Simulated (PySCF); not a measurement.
AsH3, SMILES [AsH3] (connectivity only; charge and spin as stated), charge +1, multiplicity 2.

Geometry: B3LYP-D3(BJ)/def2-TZVPD. The multiplicity is an assumed one; other spin states were not compared.

The numbers are results of ωB97X/def2-TZVPD in PySCF, not measurements.

Isolated molecule, no solvent.

| Item | Value |
|---|---|
| total energy | -2237.34401 hartree |
| point group | C3v |
| α spin, highest occupied and lowest empty level | -17.59 and -4.35 eV |
| β spin, highest occupied and lowest empty level | -21.03 and -9.60 eV |
| dipole moment about the centre of nuclear charge | 0.55 D |
| mean static polarisability | 23.7 bohr³ (3.51 Å³) |
| polarisability, principal values | 20.3, 25.4, 25.4 bohr³ |
| ⟨S²⟩ | 0.751 (pure state 0.75) |
